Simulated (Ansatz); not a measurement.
I3In (`[I][In]([I])[I]`) at its PBE0-D4/def2-TZVP geometry, where that method's forces vanish. The species carries charge 0 and has multiplicity 1. I, In takes the def2 core potential.

| atom | x (Å) | y (Å) | z (Å) |
| --- | --- | --- | --- |
| I1 | -2.1840 | -1.4475 | -0.3016 |
| In2 | -0.0001 | 0.0003 | -0.0002 |
| I3 | 1.9878 | -0.2389 | -1.7170 |
| I4 | 0.1963 | 1.6860 | 2.0188 |

Problem. For each bond, give half the difference of the two atoms' forces along it (eV/Å; positive pushes the atoms apart) under PBE-D4, r2SCAN-D4, B3LYP-D4, ωB97M-V in def2-TZVPP. (Estimate.)

Solution. The calculation gave: 
| bond | length (Å) | PBE-D4 | r2SCAN-D4 | B3LYP-D4 | ωB97M-V |
| --- | --- | --- | --- | --- | --- |
| I1–In2 | 2.638 | 0.13 | 0.03 | 0.14 | -0.07 |
| In2–I3 | 2.638 | 0.13 | 0.03 | 0.14 | -0.07 |
| In2–I4 | 2.638 | 0.13 | 0.03 | 0.14 | -0.07 |

B3LYP here is the variant with VWN-RPA as its local correlation; programs differ in this.

All numbers were calculated with Ansatz.
